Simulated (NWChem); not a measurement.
System: C$_{2}$H$_{8}$Zr; SMILES [CH3][ZrH2][CH3]

The following NWChem deck was run.

```
start job
memory heap 200 mb stack 900 mb global 1100 mb
geometry units angstroms noautoz
  Zr     0.000000     0.000000    -0.275991
  C      1.766097     0.001156     1.026032
  H      1.803051    -0.896486     1.671050
  H      1.791438     0.890341     1.683179
  H      2.687192     0.011068     0.412279
  C     -1.766097    -0.001156     1.026032
  H     -1.803051     0.896486     1.671050
  H     -1.791438    -0.890341     1.683179
  H     -2.687192    -0.011068     0.412279
  H     -0.000543     1.555465    -1.305886
  H      0.000543    -1.555465    -1.305886
end
basis spherical
  * library def2-svp
end
ecp
  Zr library def2-ecp
end
dft
  xc xpbe96 cpbe96
  grid xcoarse
  iterations 150
  mulliken
end
task dft gradient
```

Output (shortened):

```
             Northwest Computational Chemistry Package (NWChem) 7.3.0
             --------------------------------------------------------

 C2  symmetry detected

                             Geometry "geometry" -> ""
                             -------------------------

 Output coordinates in angstroms (scale by  1.889725989 to convert to a.u.)

  No.       Tag          Charge          X              Y              Z
 ---- ---------------- ---------- -------------- -------------- --------------
    1 Zr                  40.0000     0.00000000     0.00000000    -0.37922413
    2 C                    6.0000     1.76609738    -0.00004345     0.92279887
    3 H                    1.0000     1.80244173    -0.89771034     1.56781687
    4 H                    1.0000     1.79204227     0.88912413     1.57994587
    5 H                    1.0000     2.68719890     0.00924298     0.30904587
    6 C                    6.0000    -1.76609738     0.00004345     0.92279887
    7 H                    1.0000    -1.80244173     0.89771034     1.56781687
    8 H                    1.0000    -1.79204227    -0.88912413     1.57994587
    9 H                    1.0000    -2.68719890    -0.00924298     0.30904587
   10 H                    1.0000     0.00051340     1.55546501    -1.40911913
   11 H                    1.0000    -0.00051340    -1.55546501    -1.40911913

 Effective nuclear repulsion energy (a.u.)     219.9558050371

      Symmetry information
      --------------------

 Group name             C2
 Group number              4
 Group order               2
 No. of unique centers     6

 Summary of "ao basis" -> "ao basis" (spherical)
 ------------------------------------------------------------------------------
       Tag                 Description            Shells   Functions and Types
 ---------------- ------------------------------  ------  ---------------------
 Zr                         def2-svp                11       31   5s3p2d1f
 C                          def2-svp                 6       14   3s2p1d
 H                          def2-svp                 3        5   2s1p

      Symmetry analysis of basis
      --------------------------

        a          51
        b          48

            General Information
            -------------------
          SCF calculation type: DFT
          Wavefunction type:  closed shell.
          No. of atoms     :    11
          No. of electrons :    32
           Alpha electrons :    16
            Beta electrons :    16
          Charge           :     0
          Spin multiplicity:     1
          Use of symmetry is: on ; symmetry adaption is: on
          Maximum number of iterations: 150
          AO basis - number of functions:    99
                     number of shells:    47
          Convergence on energy requested:  1.00D-06
          Convergence on density requested:  1.00D-05
          Convergence on gradient requested:  5.00D-04

              XC Information
              --------------
          PerdewBurkeErnzerhof Exchange Functional  1.000
            Perdew 1991 LDA Correlation Functional  1.000 local
           PerdewBurkeErnz. Correlation Functional  1.000 non-local

             Grid Information
             ----------------
          Grid used for XC integration:  xcoarse
          Radial quadrature: Mura-Knowles
          Angular quadrature: Lebedev.
          Tag              B.-S. Rad. Rad. Pts. Rad. Cut. Ang. Pts.
          ---              ---------- --------- --------- ---------
          Zr                  1.55       84           8.0       194
          C                   0.70       21          11.0       194
          H                   0.35       21          12.0       194
          Grid pruning is: on
          Number of quadrature shells:   189
          Spatial weights used:  Erf1

      Superposition of Atomic Density Guess
      -------------------------------------

 Sum of atomic energies:        -132.74333780

      Non-variational initial energy
      ------------------------------

 Total energy =    -126.714996
 1-e energy   =    -362.447946
 2-e energy   =     144.542914
 HOMO         =      -0.316727
 LUMO         =      -0.012616

      Symmetry analysis of molecular orbitals - initial
      -------------------------------------------------

  Numbering of irreducible representations:

     1 a           2 b

  Orbital symmetries:

     1 a           2 b           3 a           4 b           5 a
     6 b           7 a           8 b           9 a          10 b
    11 a          12 b          13 a          14 b          15 a
    16 b          17 a          18 a          19 b          20 a
    21 b          22 a          23 b          24 a          25 b
    26 b

     ---------------------------------------------
      Total Density - Mulliken Population Analysis
     ---------------------------------------------

    Atom       Charge   Shell Charges
 -----------   ------   -------------------------------------------------------
    1 Zr  12    10.22  -0.48  1.60  0.88  0.59  0.17  5.81  0.35  0.11  0.97  0.18  0.04
    2 C    6     6.94   1.99  0.99  0.33  2.23  1.39  0.01
    3 H    1     0.85   0.64  0.18  0.03
    4 H    1     0.85   0.64  0.18  0.03
    5 H    1     0.85   0.64  0.18  0.03
    6 C    6     6.94   1.99  0.99  0.33  2.23  1.39  0.01
    7 H    1     0.85   0.64  0.18  0.03
    8 H    1     0.85   0.64  0.18  0.03
    9 H    1     0.85   0.64  0.18  0.03
   10 H    1     1.40   0.77  0.63  0.00
   11 H    1     1.40   0.77  0.63  0.00

   convergence    iter        energy       DeltaE   RMS-Dens  Diis-err
 ---------------- ----- ----------------- --------- --------- ---------
 d= 0,ls=0.0,diis     1   -127.7007791363 -2.19D+02  2.88D-02  7.12D-01
 d= 0,ls=0.0,diis     2   -126.6641505818  1.04D+00  2.07D-02  7.89D+00
 d= 0,ls=0.0,diis     3   -127.8300447985 -1.17D+00  2.01D-03  2.46D-02
 d= 0,ls=0.0,diis     4   -127.8333103785 -3.27D-03  8.74D-04  4.76D-03
 d= 0,ls=0.0,diis     5   -127.8343016257 -9.91D-04  2.14D-04  3.65D-04
  Resetting Diis
 d= 0,ls=0.0,diis     6   -127.8343419886 -4.04D-05  9.53D-05  7.05D-05
 d= 0,ls=0.0,diis     7   -127.8343531562 -1.12D-05  3.88D-05  3.43D-06
 d= 0,ls=0.0,diis     8   -127.8343524136  7.43D-07  2.29D-05  8.70D-06
 d= 0,ls=0.0,diis     9   -127.8343536597 -1.25D-06  5.62D-06  2.69D-07
 d= 0,ls=0.0,diis    10   -127.8343536956 -3.59D-08  1.52D-06  1.87D-08

         Total DFT energy =     -127.834353695588
      One electron energy =     -366.415692356986
           Coulomb energy =      166.894253261982
    Exchange-Corr. energy =      -19.502949893411
 Nuclear repulsion energy =       91.190035292827

 Numeric. integr. density =       31.999459299485

                  Occupations of the irreducible representations
                  ----------------------------------------------

                     irrep           alpha         beta
                     --------     --------     --------
                     a                 8.0          8.0
                     b                 8.0          8.0

                       DFT Final Molecular Orbital Analysis
                       ------------------------------------

 Vector   14  Occ=2.000000D+00  E=-2.402402D-01  Symmetry=b
              MO Center= -2.9D-12, -6.7D-16,  5.5D-01, r^2= 3.4D+00
   Bfn.  Coefficient  Atom+Function         Bfn.  Coefficient  Atom+Function
  ----- ------------  ---------------      ----- ------------  ---------------
    18      0.446733   1 Zr d  1             35      0.261653   2 C  px
    64      0.261653   6 C  px               37      0.202818   2 C  pz
    66     -0.202818   6 C  pz                6      0.201787   1 Zr px
    38      0.175194   2 C  px               67      0.175194   6 C  px
    34     -0.164303   2 C  s                63      0.164303   6 C  s

 Vector   15  Occ=2.000000D+00  E=-2.386363D-01  Symmetry=a
              MO Center=  2.9D-12, -8.3D-12,  9.4D-02, r^2= 3.9D+00
   Bfn.  Coefficient  Atom+Function         Bfn.  Coefficient  Atom+Function
  ----- ------------  ---------------      ----- ------------  ---------------
    19      0.420558   1 Zr d  2             35     -0.241112   2 C  px
    64      0.241112   6 C  px                8     -0.210456   1 Zr pz
    38     -0.166917   2 C  px               67      0.166917   6 C  px
    90     -0.165163  10 H  s                95     -0.165163  11 H  s
    37     -0.148191   2 C  pz               66     -0.148191   6 C  pz

 Vector   16  Occ=2.000000D+00  E=-2.383039D-01  Symmetry=b
              MO Center= -8.7D-15,  8.4D-12, -1.2D+00, r^2= 3.0D+00
   Bfn.  Coefficient  Atom+Function         Bfn.  Coefficient  Atom+Function
  ----- ------------  ---------------      ----- ------------  ---------------
    16      0.415468   1 Zr d -1             90     -0.308652  10 H  s
    95      0.308652  11 H  s                 7      0.230848   1 Zr py
    91     -0.229430  10 H  s                96      0.229430  11 H  s
    10     -0.091067   1 Zr py               21      0.073327   1 Zr d -1
    13     -0.071744   1 Zr py

 Vector   17  Occ=0.000000D+00  E=-9.742441D-02  Symmetry=a
              MO Center= -1.2D-14, -1.1D-14, -5.3D-01, r^2= 2.5D+00
   Bfn.  Coefficient  Atom+Function         Bfn.  Coefficient  Atom+Function
  ----- ------------  ---------------      ----- ------------  ---------------
    17      0.804182   1 Zr d  0             22      0.284535   1 Zr d  0
    57      0.153640   5 H  s                86      0.153640   9 H  s
    14     -0.110755   1 Zr pz               56      0.089184   5 H  s
    85      0.089184   9 H  s                 8      0.069789   1 Zr pz
    24      0.069154   1 Zr d  2             34     -0.059743   2 C  s

 Vector   18  Occ=0.000000D+00  E=-9.651340D-02  Symmetry=a
              MO Center= -1.2D-15, -7.3D-16, -2.9D-01, r^2= 2.3D+00
   Bfn.  Coefficient  Atom+Function         Bfn.  Coefficient  Atom+Function
  ----- ------------  ---------------      ----- ------------  ---------------
    15      0.824667   1 Zr d -2             20      0.297028   1 Zr d -2
    47      0.143674   3 H  s                52     -0.143537   4 H  s
    76      0.143674   7 H  s                81     -0.143537   8 H  s
    46      0.088379   3 H  s                51     -0.088178   4 H  s
    75      0.088379   7 H  s                80     -0.088178   8 H  s

 Vector   19  Occ=0.000000D+00  E=-4.987454D-02  Symmetry=b
              MO Center= -1.9D-14, -2.9D-13, -1.4D-01, r^2= 4.7D+00
   Bfn.  Coefficient  Atom+Function         Bfn.  Coefficient  Atom+Function
  ----- ------------  ---------------      ----- ------------  ---------------
    16      0.658296   1 Zr d -1             13      0.427561   1 Zr py
    21      0.335625   1 Zr d -1             91      0.307376  10 H  s
    96     -0.307376  11 H  s                 7     -0.220421   1 Zr py
    47      0.159957   3 H  s                76     -0.159957   7 H  s
    52     -0.158024   4 H  s                81      0.158024   8 H  s

     ---------------------------------------------
      Total Density - Mulliken Population Analysis
     ---------------------------------------------

    Atom       Charge   Shell Charges
 -----------   ------   -------------------------------------------------------
    1 Zr  12    11.19  -0.49  1.68  0.83  0.58  0.07  5.84  0.37  0.13  1.85  0.29  0.04
    2 C    6     6.44   1.98  0.90  0.32  2.11  1.12  0.01
    3 H    1     0.92   0.72  0.18  0.03
    4 H    1     0.92   0.72  0.18  0.03
    5 H    1     0.92   0.72  0.18  0.03
    6 C    6     6.44   1.98  0.90  0.32  2.11  1.12  0.01
    7 H    1     0.92   0.72  0.18  0.03
    8 H    1     0.92   0.72  0.18  0.03
    9 H    1     0.92   0.72  0.18  0.03
   10 H    1     1.21   0.72  0.49  0.01
   11 H    1     1.21   0.72  0.49  0.01

     -------------------------------------------
      Total Density - Lowdin Population Analysis
     -------------------------------------------

    Atom       Charge   Shell Charges
 -----------   ------   -------------------------------------------------------
    1 Zr  12    11.62   0.00  0.96  0.97  0.42  0.20  5.32  0.94  0.26  1.70  0.78  0.07
    2 C    6     6.26   1.96  0.60  0.34  1.90  1.42  0.04
    3 H    1     0.93   0.61  0.25  0.07
    4 H    1     0.93   0.61  0.25  0.07
    5 H    1     0.93   0.60  0.25  0.07
    6 C    6     6.26   1.96  0.60  0.34  1.90  1.42  0.04
    7 H    1     0.93   0.61  0.25  0.07
    8 H    1     0.93   0.61  0.25  0.07
    9 H    1     0.93   0.60  0.25  0.07
   10 H    1     1.13   0.64  0.48  0.01
   11 H    1     1.13   0.64  0.48  0.01

     Multipole analysis of the density
     ---------------------------------

     L   x y z        total         alpha         beta         nuclear
     -   - - -        -----         -----         ----         -------
     0   0 0 0      0.000000    -16.000000    -16.000000     32.000000

     1   1 0 0      0.000000      0.000000      0.000000      0.000000
     1   0 1 0     -0.000000     -0.000000     -0.000000      0.000000
     1   0 0 1      0.554722     -9.755455     -9.755455     20.065632

     2   2 0 0    -29.081101   -130.228213   -130.228213    231.375324
     2   1 1 0     -0.002398     -0.002818     -0.002818      0.003237
     2   1 0 1      0.000000      0.000000      0.000000     -0.000000
     2   0 2 0    -33.124779    -30.903721    -30.903721     28.682663
     2   0 1 1     -0.000000     -0.000000     -0.000000      0.000000
     2   0 0 2    -31.530109    -62.216091    -62.216091     92.902073

            General Information
            -------------------
          SCF calculation type: DFT
          Wavefunction type:  closed shell.
          No. of atoms     :    11
          No. of electrons :    32
           Alpha electrons :    16
            Beta electrons :    16
          Charge           :     0
          Spin multiplicity:     1
          Use of symmetry is: on ; symmetry adaption is: on
          Maximum number of iterations: 150
          AO basis - number of functions:    99
                     number of shells:    47
          Convergence on energy requested:  1.00D-06
          Convergence on density requested:  1.00D-05
          Convergence on gradient requested:  5.00D-04

              XC Information
              --------------
          PerdewBurkeErnzerhof Exchange Functional  1.000
            Perdew 1991 LDA Correlation Functional  1.000 local
           PerdewBurkeErnz. Correlation Functional  1.000 non-local

[...]

                         DFT ENERGY GRADIENTS

    atom               coordinates                        gradient
                 x          y          z           x          y          z
   1 Zr      0.000000   0.000000  -0.716630    0.000000   0.000000  -0.004385
   2 C       3.337440  -0.000082   1.743837    0.000182   0.000027   0.000000
   3 H       3.406121  -1.696427   2.962744    0.000205   0.004944  -0.003364
   4 H       3.386469   1.680201   2.985665    0.000228  -0.004892  -0.003446
   5 H       5.078070   0.017467   0.584012   -0.004554  -0.000084   0.003624
   6 C      -3.337440   0.000082   1.743837   -0.000182  -0.000027   0.000000
   7 H      -3.406121   1.696427   2.962744   -0.000205  -0.004944  -0.003364
   8 H      -3.386469  -1.680201   2.985665   -0.000228   0.004892  -0.003446
   9 H      -5.078070  -0.017467   0.584012    0.004554   0.000084   0.003624
  10 H       0.000970   2.939403  -2.662849   -0.000009  -0.008851   0.005379
  11 H      -0.000970  -2.939403  -2.662849    0.000009   0.008851   0.005379
```

Level: PBE/def2-SVP with def2 effective core potentials on Zr. Geometry: optimised at PBE0/def2-SVP. Not confirmed as a minimum by frequencies. def2 effective core potentials on Zr; no spin-orbit coupling.
